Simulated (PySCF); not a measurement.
Where the electron goes

Compound: NbSe(OMe)3, C₃H₉NbO₃Se (singlet state).
Geometry (PBE0-D3(BJ)/def2-SVP, Å), atoms numbered from 1 in this order:
```
atom  x, y, z in Å
Nb1   -0.0216    0.0093    0.1513
Se2   -0.0497   -0.0077    2.4456
O3     1.6148   -0.6893   -0.4113
C4     2.8788   -1.1993   -0.1300
H5     3.0219   -1.3077    0.9591
H6     3.6575   -0.5249   -0.5238
H7     3.0030   -2.1868   -0.6047
O8    -0.2258    1.7735   -0.4217
C9    -0.3874    3.1267   -0.1353
H10   -0.3693    3.3000    0.9543
H11   -1.3498    3.4864   -0.5357
H12    0.4229    3.7114   -0.6016
O13   -1.4374   -1.0430   -0.4567
C14   -2.4811   -1.9295   -0.2059
H15   -2.7097   -1.9668    0.8730
H16   -2.2108   -2.9430   -0.5458
H17   -3.3850   -1.6100   -0.7503
```

Method: TDDFT PBE0/def2-SVPD, vertical, gas phase, core orbitals frozen in the response, def2 core potentials past Kr (PySCF). Spin–orbit coupling is left out.

Frontier orbitals with the atoms that hold most of them (Löwdin shares over 4%, at most four atoms):

| orbital | ε (eV) | atoms |
| --- | --- | --- |
| HOMO-3 | -8.38 | O8 24%, O13 23%, O3 20%, C9 6% |
| HOMO-2 | -7.75 | Se2 66%, Nb1 18% |
| HOMO-1 | -6.86 | Se2 69%, Nb1 21%, O8 5% |
| HOMO | -6.86 | Se2 69%, Nb1 21%, O3 5% |
| LUMO | -1.41 | Nb1 58%, Se2 24%, O3 6% |
| LUMO+1 | -1.39 | Nb1 58%, Se2 24%, O13 6%, O8 5% |
| LUMO+2 | -0.32 | Nb1 48%, Se2 20%, O13 8%, O8 8% |

Within 0.005 eV of a neighbour in this list lie HOMO-1/HOMO.

**Question.** The HOMO–LUMO gap is 5.45 eV. Where does the response calculation put the lowest singlet, and from which orbitals?

**Answer.** S1 is at 3.73 eV (f = 0.0000), 1.72 eV below the gap, made of HOMO-1/HOMO→LUMO (≥50%), HOMO-1/HOMO→LUMO+1 (≥45%). 

For S1 the Löwdin share of niobium is 21% in HOMO-1 and 58% in LUMO.

Next come S2 at 3.96 eV (f 0.0025), HOMO-1/HOMO→LUMO+1 (≥50%), HOMO-1/HOMO→LUMO (≥45%); S3 at 3.96 eV (f 0.0026), HOMO-1/HOMO→LUMO (≥48%), HOMO-1/HOMO→LUMO+1 (≥47%); S4 at 4.71 eV (f 0.0003), HOMO-2→LUMO (97%); S5 at 4.73 eV (f 0.0002), HOMO-2→LUMO+1 (97%).

Orbitals of the list HOMO-3 to LUMO+2 that lie within 0.01 eV of each other are written together with a slash and their weights summed (≥ marks a lower bound); for degenerate orbitals outside that list single weights are arbitrary.

Hardware: one thread of an Arm Neoverse V1, on a shared host. Cost: 2.3 min (grids of density and orbitals included), 1.4 GiB resident at most.
